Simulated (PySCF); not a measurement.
neopentasilane (H$_{12}$Si$_{5}$), singlet, at a GFN2-xTB geometry; PBE/6-31G in PySCF.

Input for PySCF:
```python
from pyscf import gto, scf, dft

mol = gto.Mole()
mol.atom = '''
    Si   -0.39987379   -0.88118962   -2.13497317
    Si    0.00008728    0.00003811   -0.00007686
    Si   -0.01936908    2.34160751   -0.10489889
    Si   -1.67154749   -0.72989766    1.47203667
    Si    2.09073072   -0.73054627    0.76788792
    H    -1.68998104   -0.45654750   -2.68313463
    H    -0.41130091   -2.34577006   -2.14253522
    H     0.61550825   -0.47256910   -3.10822246
    H     0.23433488    2.96233684    1.19721786
    H    -1.30379917    2.87015447   -0.56972258
    H     0.99732510    2.86932833   -1.01760325
    H    -3.00679306   -0.28341603    1.06836245
    H    -1.73661000   -2.19012134    1.56527369
    H    -1.46866158   -0.23902180    2.83697536
    H     2.17817573   -2.19028969    0.84962613
    H     3.18787523   -0.30048259   -0.10188489
    H     2.40353971   -0.22377048    2.10598823
'''
mol.basis = '6-31g'
mol.verbose = 4
mol.build()

mf = dft.RKS(mol)
mf.xc = 'pbe'
mf.DIIS = scf.EDIIS
mf.kernel()
```

The log (banner, timings and long lists left out):

```
PySCF version 2.14.0

[INPUT] verbose = 4
[INPUT] num. atoms = 17
[INPUT] num. electrons = 82
[INPUT] charge = 0
[INPUT] spin (= nelec alpha-beta = 2S) = 0
[INPUT] symmetry False subgroup None
[INPUT] Mole.unit = angstrom
[INPUT] Symbol           X                Y                Z      unit          X                Y                Z       unit  Magmom
[...]
nuclear repulsion = 496.608174251832
number of shells = 59
number of NR pGTOs = 278
number of NR cGTOs = 89
basis = 6-31g
ecp = {}

******** <class 'pyscf.dft.rks.RKS'> ********
method = RKS
initial guess = minao
damping factor = 0
level_shift factor = 0
DIIS = <class 'pyscf.scf.diis.EDIIS'>
diis_start_cycle = 1
diis_space = 8
diis_damp = 0
SCF conv_tol = 1e-09
SCF conv_tol_grad = None
SCF max_cycles = 50
direct_scf = True
direct_scf_tol = 1e-13
XC library pyscf.dft.libxc version 7.1.2
    S. Lehtola, C. Steigemann, M. J. T. Oliveira, and M. A. L. Marques,  SoftwareX 7, 1–5 (2018)
XC functionals = pbe
    J. P. Perdew, K. Burke, and M. Ernzerhof,  Phys. Rev. Lett. 77, 3865 (1996)
    J. P. Perdew, K. Burke, and M. Ernzerhof,  Phys. Rev. Lett. 78, 1396 (1997)
    J. P. Perdew, K. Burke, and M. Ernzerhof,  Phys. Rev. Lett. 77, 3865 (1996)
    J. P. Perdew, K. Burke, and M. Ernzerhof,  Phys. Rev. Lett. 78, 1396 (1997)
radial grids:
    Treutler-Ahlrichs [JCP 102, 346 (1995); DOI:10.1063/1.469408] (M4) radial grids

becke partition: Becke, JCP 88, 2547 (1988); DOI:10.1063/1.454033
pruning grids: <function nwchem_prune>
grids dens level: 3
symmetrized grids: False
atomic radii adjust function: <function treutler_atomic_radii_adjust>
small_rho_cutoff = 0
Set gradient conv threshold to 3.16228e-05
Initial guess from minao.
tot grids = 213600
init E= -1453.49770752146
[...]
cycle= 1 E= -1453.66642470351  delta_E= -0.169  |g|= 0.147  |ddm|= 3.47
[...]
cycle= 2 E= -1453.67039770631  delta_E= -0.00397  |g|= 0.0922  |ddm|= 0.364
[...]
cycle= 3 E= -1453.67363779736  delta_E= -0.00324  |g|= 0.0361  |ddm|= 0.253
[...]
cycle= 4 E= -1453.67402032595  delta_E= -0.000383  |g|= 0.0221  |ddm|= 0.0296
[...]
cycle= 5 E= -1453.67402032672  delta_E= -7.78e-10  |g|= 0.0221  |ddm|= 7.74e-08
[...]
cycle= 6 E= -1453.67402032595  delta_E= 7.77e-10  |g|= 0.0221  |ddm|= 1.16e-07
[...]
cycle= 7 E= -1453.67402032675  delta_E= -8.03e-10  |g|= 0.0221  |ddm|= 1.18e-07
[...]
cycle= 8 E= -1453.67402032659  delta_E= 1.59e-10  |g|= 0.0221  |ddm|= 1.84e-08
[...]
cycle= 9 E= -1453.67402032699  delta_E= -3.98e-10  |g|= 0.0221  |ddm|= 3.93e-08
[...]
cycle= 10 E= -1453.67406599793  delta_E= -4.57e-05  |g|= 0.0201  |ddm|= 0.0221
[...]
cycle= 11 E= -1453.67383737836  delta_E= 0.000229  |g|= 0.03  |ddm|= 0.103
[...]
cycle= 12 E= -1453.67424750633  delta_E= -0.00041  |g|= 0.00341  |ddm|= 0.0683
[...]
cycle= 13 E= -1453.67424750631  delta_E= 2.18e-11  |g|= 0.00341  |ddm|= 1.85e-08
[...]
cycle= 14 E= -1453.67424750617  delta_E= 1.43e-10  |g|= 0.00341  |ddm|= 9.38e-08
[...]
cycle= 15 E= -1453.67424750641  delta_E= -2.42e-10  |g|= 0.00341  |ddm|= 1.73e-07
[...]
cycle= 16 E= -1453.67424750637  delta_E= 4.46e-11  |g|= 0.00341  |ddm|= 4.05e-08
[...]
cycle= 17 E= -1453.67424750677  delta_E= -4.07e-10  |g|= 0.00341  |ddm|= 2.88e-07
[...]
cycle= 18 E= -1453.67423093901  delta_E= 1.66e-05  |g|= 0.00702  |ddm|= 0.00919
[...]
cycle= 19 E= -1453.67420293705  delta_E= 2.8e-05  |g|= 0.0104  |ddm|= 0.0132
[...]
cycle= 20 E= -1453.6742364841  delta_E= -3.35e-05  |g|= 0.00597  |ddm|= 0.0331
[...]
cycle= 21 E= -1453.67425115944  delta_E= -1.47e-05  |g|= 0.00191  |ddm|= 0.00888
[...]
cycle= 22 E= -1453.67425115956  delta_E= -1.24e-10  |g|= 0.00191  |ddm|= 1.6e-07
[...]
cycle= 23 E= -1453.67425115968  delta_E= -1.22e-10  |g|= 0.00191  |ddm|= 1.56e-07
[...]
cycle= 24 E= -1453.67425115929  delta_E= 3.91e-10  |g|= 0.00191  |ddm|= 5.31e-07
[...]
cycle= 25 E= -1453.67425115922  delta_E= 7.14e-11  |g|= 0.00191  |ddm|= 9.22e-08
[...]
cycle= 26 E= -1453.67425115943  delta_E= -2.1e-10  |g|= 0.00191  |ddm|= 2.9e-07
[...]
cycle= 27 E= -1453.6742511592  delta_E= 2.26e-10  |g|= 0.00191  |ddm|= 2.97e-07
[...]
cycle= 28 E= -1453.67424695381  delta_E= 4.21e-06  |g|= 0.00357  |ddm|= 0.0109
[...]
cycle= 29 E= -1453.67425230382  delta_E= -5.35e-06  |g|= 0.00108  |ddm|= 0.00909
[...]
cycle= 30 E= -1453.67425230327  delta_E= 5.5e-10  |g|= 0.00108  |ddm|= 1.35e-06
[...]
cycle= 31 E= -1453.67425230333  delta_E= -6.14e-11  |g|= 0.00108  |ddm|= 1.61e-07
[...]
cycle= 32 E= -1453.67425230384  delta_E= -5.09e-10  |g|= 0.00108  |ddm|= 1.24e-06
[...]
cycle= 33 E= -1453.67425230391  delta_E= -6.78e-11  |g|= 0.00108  |ddm|= 1.77e-07
[...]
cycle= 34 E= -1453.6742523037  delta_E= 2.12e-10  |g|= 0.00108  |ddm|= 5.18e-07
[...]
cycle= 35 E= -1453.67425228686  delta_E= 1.68e-08  |g|= 0.00108  |ddm|= 0.00118
[...]
cycle= 36 E= -1453.67425224023  delta_E= 4.66e-08  |g|= 0.00113  |ddm|= 0.000165
[...]
cycle= 37 E= -1453.67425162908  delta_E= 6.11e-07  |g|= 0.00162  |ddm|= 0.00532
[...]
cycle= 38 E= -1453.67425279162  delta_E= -1.16e-06  |g|= 0.000262  |ddm|= 0.00371
[...]
cycle= 39 E= -1453.67425278354  delta_E= 8.08e-09  |g|= 0.000294  |ddm|= 6.32e-05
[...]
cycle= 40 E= -1453.67425279038  delta_E= -6.83e-09  |g|= 0.000268  |ddm|= 6.84e-05
[...]
cycle= 41 E= -1453.67425275219  delta_E= 3.82e-08  |g|= 0.000395  |ddm|= 0.000252
[...]
cycle= 42 E= -1453.67425277896  delta_E= -2.68e-08  |g|= 0.000315  |ddm|= 0.000278
[...]
cycle= 43 E= -1453.67425269724  delta_E= 8.17e-08  |g|= 0.000528  |ddm|= 0.00049
[...]
cycle= 44 E= -1453.67425272815  delta_E= -3.09e-08  |g|= 0.000466  |ddm|= 0.000535
[...]
cycle= 45 E= -1453.67425265974  delta_E= 6.84e-08  |g|= 0.000598  |ddm|= 0.000841
[...]
cycle= 46 E= -1453.67425266903  delta_E= -9.29e-09  |g|= 0.000584  |ddm|= 0.00231
[...]
cycle= 47 E= -1453.67425281946  delta_E= -1.5e-07  |g|= 8.17e-05  |ddm|= 0.00129
[...]
cycle= 48 E= -1453.67425281912  delta_E= 3.35e-10  |g|= 8.64e-05  |ddm|= 1.06e-05
[...]
cycle= 49 E= -1453.67425276978  delta_E= 4.93e-08  |g|= 0.000343  |ddm|= 0.00083
[...]
cycle= 50 E= -1453.67425280465  delta_E= -3.49e-08  |g|= 0.0002  |ddm|= 0.00028
SCF not converged.
SCF energy = -1453.67425280465
```

Convergence was not reached.
